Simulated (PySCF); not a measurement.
## How methods differ on the electron affinity of Ti

Ti⁻ [Ar] 3d3 4s2 (4F) → Ti [Ar] 3d2 4s2 (3F), as a difference of total energies. All numbers are calculated (PySCF 2.14, scalar relativity by spin-free X2C-1e, in x2c-TZVPPall with one added diffuse shell each of s, p, d, f type (7s6p5d3f1g, 80 functions)). Correlated levels: valence: [Ar] frozen. The calculations carry no spin-orbit coupling.

Q: Order these methods by the electron affinity they give, lowest first.
A. CCSD (valence)
B. CCSD(T) (valence)
C. SCS-MP2 (valence)
D. UHF

A: C (-1.153 eV), D (-0.976 eV), A (-0.408 eV), B (-0.297 eV).

The reference lies between the lowest fine-structure levels, while these numbers refer to the centres of the terms.

Errors of the correlated levels include the incompleteness of this basis and the frozen core.

A negative affinity means that the anion lies above the atom at that level of theory.

The coupled-cluster amplitudes are large for Ti⁻ (T1 above 0.03 or a double amplitude above 0.15), so a single reference is strained.

For comparison: 0.076 eV (measured; photodetachment measurements, as compiled on the Wikipedia data page of electron affinities).
